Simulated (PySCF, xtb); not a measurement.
C₃H₇BFN, SMILES C/C=C/B(N)F.

GFN2-xTB (xtb) at its own geometry gives an orbital gap of 4.41 eV and a dipole moment of 3.00 D.

The structure is a stationary point at ωB97X-D3(BJ)/def2-SVP. The geometry has at least one imaginary mode, so it is a saddle point at that level. The structure was generated by enumeration; whether it is a known compound was not checked. The values are those of a single conformer.

Problem. What does PBE/def2-TZVP in PySCF give? (Estimate from the structure and the level; the computed values follow.)

Solution. gap 4.61 eV (levels -6.13 and -1.52 eV), dipole 2.53 D.
